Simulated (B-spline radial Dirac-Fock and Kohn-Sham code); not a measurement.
Method: independent-particle photoionisation in a Dirac-Hartree-Slater potential with a Latter tail, all multipoles, thresholds from Dirac-Fock ΔSCF. Computed with a radial B-spline solver. Kinetic energies are from the vacuum level. Open shells are spread statistically over j, without multiplet splitting. Without correlation, outer binding energies are uncertain by a few eV, most for open f shells.

Question: A free atom or ion in its tabulated ground configuration is ionised with 5750 eV photons and gives these photoelectron lines. Identify it and assign the lines.

| kinetic energy (eV) | relative cross section |
| --- | --- |
| 4790.8 | 100.0 |
| 4918.5 | 32.5 |
| 4930.6 | 60.9 |
| 5554.0 | 15.4 |
| 5595.0 | 4.5 |
| 5596.7 | 8.5 |
| 5653.4 | 0.081 |
| 5653.6 | 0.12 |

Answer: Fe⁵⁺, [Ar] 3d3. Binding energies are hν less the kinetic energy: 2s 959.2 eV, 2p1/2 831.5 eV, 2p3/2 819.4 eV, 3s 196.0 eV, 3p1/2 155.0 eV, 3p3/2 153.3 eV, 3d3/2 96.61 eV, 3d5/2 96.40 eV.

Question: A free atom or ion in its tabulated ground configuration is ionised with 9120 eV photons and gives these photoelectron lines. Identify it and assign the lines.

```
kinetic energy (eV)  relative cross section
             2166.7                   100.0
             7667.7                     8.2
             7724.4                    0.53
             7734.9                    0.99
```

Answer: Cr¹⁸⁺, [He] 2s2 2p2. Binding energies are hν less the kinetic energy: 1s 6953.3 eV, 2s 1452.3 eV, 2p1/2 1395.6 eV, 2p3/2 1385.1 eV.
